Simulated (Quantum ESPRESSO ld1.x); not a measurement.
Q: All-electron atom: Zr4+ in [Kr]. Calculated with ld1.x of Quantum ESPRESSO 7.5: Dirac Kohn-Sham, BLYP, spin-unpolarised, spherical densities, point nucleus. Some entries of the table are withheld. Estimate them.

| orbital | occ. | eigenvalue (hartree) | <r^2> (bohr^2) |
|---|---|---|---|
| 1s1/2 | 2 | -656.479 | 0.001852 |
| 2s1/2 | 2 | -92.3121 | (1) |
| 2p1/2 | 2 | -84.6466 | 0.02359 |
| 2p3/2 | 4 | -81.4895 | 0.02498 |
| 3s1/2 | 2 | (2) | 0.2410 |
| 3p1/2 | 2 | -13.5753 | 0.2414 |
| 3p3/2 | 4 | -13.0720 | 0.2524 |
| 3d3/2 | 4 | -8.04218 | 0.2451 |
| 3d5/2 | 6 | -7.95015 | 0.2488 |
| 4s1/2 | 2 | -3.50390 | 1.597 |
| 4p1/2 | 2 | -2.71540 | 1.923 |
| 4p3/2 | 4 | -2.64429 | 2.001 |
| 4d3/2 | 0 | -1.48815 | (3) |
| 4d5/2 | 0 | -1.48017 | (4) |
| 5s1/2 | 0 | -1.24461 | 8.170 |

A: 
(1) 2s1/2 <r^2> (bohr^2): 0.03111
(2) 3s1/2 eigenvalue (hartree): -16.4274
(3) 4d3/2 <r^2> (bohr^2): 3.427
(4) 4d5/2 <r^2> (bohr^2): 3.465
